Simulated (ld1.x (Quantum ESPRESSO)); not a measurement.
Which change was made? (Pd, RRKJ)

* Element: palladium
* Generator: ld1.x (Quantum ESPRESSO) 7.5
* Type: norm-conserving RRKJ (Kleinman–Bylander form)
* Functional: PBE
* Relativity: scalar-relativistic
* Frozen core: [Ar] 3d10
* Valence charge: 18
* Reference configuration: 4s2 4p6 4d10 5s0 5p0
* Partial waves: 4p (bound): rc 1.65 bohr; 4d (bound): rc 1.45 bohr; 4s (bound): rc 1.20 bohr
* Local potential: the s channel
* Core correction: Bessel-smoothed model core, default radius (core density twice the valence density)
* rho0: 0.01

Cutoffs, loose and tight: the cutoffs (Ry, on a coarse ladder) from which the occupation-weighted sum of valence levels, in a spherical-Bessel basis at the reference potential, stays within 10 and 1 mRy of its value at 400 Ry. They do not see the model core or the augmentation charge, which bear on the density cutoff. Test errors are all-electron minus pseudo excitation energies from the reference, over the configurations 4s2 4p6 4d9 5s0 5p0; 4s2 4p6 4d8 5s0 5p0; 4s2 4p6 4d7 5s0 5p0; 4s2 4p6 4d9 5s1 5p0; 4s1 4p6 4d10 5s0 5p0; 4s2 4p5 4d10 5s0 5p0; 4s2 4p6 4d9.5 5s0 5p0; variants that change the core or the reference have their own tests.

The base gives: outcome: generated; cutoff, loose: 110 Ry; cutoff, tight: 180 Ry; bound ghosts: none; largest test error (meV): +238.

(1) After one change the result is: outcome: generated; cutoff, loose: 140 Ry; cutoff, tight: 260 Ry; bound ghosts: none; largest test error (meV): +72. Which change was it?
A. all radii but the core radius scaled by about 0.78 (s 0.94, p 1.28, d 1.12 bohr)
B. all radii but the core radius scaled by about 1.14 (s 1.38, p 1.88, d 1.66 bohr)
C. all radii but the core radius scaled by about 1.03 (s 1.24, p 1.70, d 1.50 bohr)
D. all radii but the core radius scaled by about 1.35 (s 1.62, p 2.24, d 1.96 bohr)

Answers

(1) A. The others give: all radii but the core radius scaled by about 1.14 (s 1.38, p 1.88, d 1.66 bohr) → outcome: generated; cutoff, loose: 80 Ry; cutoff, tight: 100 Ry; bound ghosts: none; largest test error (meV): +723 | all radii but the core radius scaled by about 1.03 (s 1.24, p 1.70, d 1.50 bohr) → outcome: generated; cutoff, loose: 100 Ry; cutoff, tight: 160 Ry; bound ghosts: none; largest test error (meV): +348 | all radii but the core radius scaled by about 1.35 (s 1.62, p 2.24, d 1.96 bohr) → outcome: generated; cutoff, loose: 45 Ry; cutoff, tight: 80 Ry; bound ghosts: s (extra level of the local part); largest test error (meV): +1863.
